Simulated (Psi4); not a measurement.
C3H10N, charge +1, singlet, geometry from GFN2-xTB. Base run: HF/STO-3G run with Psi4 1.11.

The Psi4 input:
```
memory 2 GB

molecule {
1 1
  C    -0.39725636   -1.28515272    0.57940966
  C     0.09548258    0.13341939    0.36938894
  C    -0.99337004    1.06988112   -0.11711552
  N     1.19105752    0.10155536   -0.67598328
  H    -0.84469694   -1.68443903   -0.32777214
  H     0.40505652   -1.94411756    0.90202263
  H    -1.15853618   -1.29523998    1.35356128
  H     0.54487941    0.51899422    1.28845147
  H    -0.61198119    2.07383791   -0.28632852
  H    -1.77502768    1.14029938    0.63322578
  H    -1.44860097    0.70137169   -1.03339990
  H     0.80054989   -0.25809640   -1.55779652
  H     1.95847618   -0.51671124   -0.38424334
  H     1.56334124    1.04432681   -0.84593620
}

set basis sto-3g

energy('scf')
print_variables()
```

Each row names what was changed in the base input (with any setting that the change needs).

```csv
change,E (Eh),core-seconds (rough)
base,-171.63483,3
functional = scan,-172.70164,10
functional = pw6b95,-172.99354,10
functional = blyp,-172.63186,7
functional = r2scan,-172.67886,10
functional = m06-l,-172.70506,10
functional = b3lyp,-172.76975,8
functional = mn15,-171.76866,10
functional = wb97x-v,-172.75109,200
functional = wb97x,-172.76171,10
functional = m06-2x,-172.75404,10
functional = tpss,-172.82579,10
functional = dsd-pbep86,-172.22286,7
```

Totals shift with the method and basis; they matter in differences.
